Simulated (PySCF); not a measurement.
Species: FeC (triplet state).
Structure used (PBE0-D3(BJ)/def2-SVP), in Å, numbered top down from 1:
```
atom  x, y, z in Å
C1     0.8384   -0.0049   -0.0068
Fe2   -0.8329    0.0075   -0.0215
```

Method used: PBE0-D3(BJ)/def2-SVP geometry optimisation, gas phase (PySCF 2.14.0).

Take the most abundant isotopes and a rigid rotor. 

Q: What are the moment of inertia and the rotational constant?

A: I = 27.601 u·Å², B = 505379 MHz·u·Å²/I = 18310 MHz (0.6108 cm⁻¹, or 0.879 K as hB/k). For two atoms I = μr² with μ = 9.8803 u and r = 1.6714 Å.

If the electronic state has orbital angular momentum about the axis (Π, Δ; not determined here), the simple ladder of levels BJ(J+1) doesn't apply.

Whether it is a minimum is left open (no frequencies). ⟨S²⟩ = 3.296 (exact for a triplet: 2.00). No vibrational averaging or centrifugal distortion is included, and the geometry carries the error of its method.

Hardware: an x86-64 server with one thread, shared host. Cost: 3.8 s of wall time. This is the geometry optimisation.
